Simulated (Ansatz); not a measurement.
Reaction (formal hydrolysis of a B–C bond): `CCB(O)CC` + H₂O → `CCB(O)O` + ethane

Program: Ansatz. Geometries: PBE0-D4/def2-TZVP. ΔE: electronic, gas phase. CCSD(T)/CBS adds triple-zeta CCSD(T) − MP2 to the extrapolated MP2 energy (def2 sets, frozen cores). This one scheme is used for every species. Functionals use def2-TZVPP. One conformer a species, not always the lowest.

CCSD(T)/CBS gives -138.0 kJ/mol.

(1) Another level gave -150.1 kJ/mol. Which?
A. BHLYP/def2-TZVPP
B. CAM-B3LYP-D4/def2-TZVPP
C. HF/def2-TZVPP
D. PBE/def2-TZVPP

Largest T1 diagnostic among the species: 0.011.

Answers

(1) B. CAM-B3LYP-D4 -150.1, BHLYP -158.0, PBE -145.2, HF/def2-TZVPP -164.4 kJ/mol.

In def2-TZVPP, CCSD(T) changes the Hartree–Fock value by +22.4 kJ/mol (the triples alone add +2.4 kJ/mol) and MP2 by +23.6 kJ/mol. From BLYP to BHLYP (50 % exact exchange), in def2-TZVPP and without D4, ΔE moves by −3.3 kJ/mol. Leaving LDA and LC-ωPBE aside and taking each functional with its dispersion term where it has one, the values, not all of them listed here, spread over 16.5 kJ/mol, from B2PLYP to revPBE-D4.
